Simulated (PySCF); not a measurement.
H4Ti, SMILES [TiH4-], charge -1, multiplicity 2. Coordinates come from a PBE-D3(BJ)/def2-TZVPD optimisation. The spin state was assumed, not searched.

Computed equilibrium geometry at PBE-D3(BJ)/def2-TZVPD (PySCF confirms it by a frequency run) as a Z-matrix, and its point group:
point group D2d.
```
Ti
H 1 1.8087
H 1 1.8087 2 112.24
H 1 1.8087 2 112.24 3 -116.80
H 1 1.8087 2 104.06 3 121.60
```
Charge -1, spin multiplicity 2.
